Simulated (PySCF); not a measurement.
C8H8OSi.
Structure used (PBE0-D3(BJ)/def2-SVP), in Å, numbered top down from 1:
```xyz
18
C8H8OSi angstrom
C     -2.8079   -0.3060   -0.6914
C     -1.5056   -0.1430   -0.9932
C     -0.5635    0.0560    0.1424
C      0.8461    0.2355   -0.1343
C      1.5752    0.2488   -1.3005
C      2.9323    0.4666   -0.9252
C      2.9271    0.5708    0.4357
O      1.6791    0.4343    0.9158
C     -1.1170    0.0543    1.3849
Si    -2.9506   -0.2102    1.1759
H     -3.5678   -0.4567   -1.4605
H     -1.1223   -0.1505   -2.0189
H      1.1866    0.1145   -2.3068
H      3.7986    0.5369   -1.5789
H      3.7094    0.7375    1.1717
H     -0.5072    0.1932    2.2785
H     -3.7953    0.9280    1.6558
H     -3.4723   -1.4636    1.8048
```

Level: PBE0/pcSseg-1 in PySCF, non-relativistic, on one gas-phase PBE0-D3(BJ)/def2-SVP geometry that isn't relaxed in the solvent. The solvent is an IEF-PCM continuum (cavity from Bondi-type radii × 1.2). The model holds no explicit solvent molecules, cavitation or dispersion.

| run | E − E(gas) (kcal/mol) | HOMO (eV) | HOMO–LUMO gap (eV) | dipole (D) |
| --- | --- | --- | --- | --- |
| gas | 0.00 | -6.18 | 4.38 | 1.50 |
| P | -4.09 | -6.23 | 4.37 | 2.08 |
| Q | -3.93 | -6.22 | 4.37 | 2.06 |

The runs were made in acetone and acetonitrile. Which run belongs to which solvent?

P = acetonitrile, Q = acetone. The dielectric constants are 20.49 (acetone), 35.69 (acetonitrile), and the energy falls further as ε rises. In this model the ground state sees the solvent through ε alone.

How constant is the ratio of the lowering to (ε − 1)/(2ε + 1)?

```
     solvent  (ε − 1)/(2ε + 1)  E − E(gas) (kcal/mol)  ratio (kcal/mol)  polarisation term (kcal/mol)
     acetone             0.464                  -3.93              -8.5                         -4.45
acetonitrile             0.479                  -4.09              -8.5                         -4.65
```

The ratio changes by +0.8 % in size from acetone to acetonitrile. The polarisation term is half the interaction of the solute with the induced surface charges.

Time: 72 s; peak memory 1.2 GiB. Hardware: one thread of an Arm Neoverse N1, on a shared host. This is the whole shielding run at PBE0/pcSseg-1 in acetonitrile, SCF included.
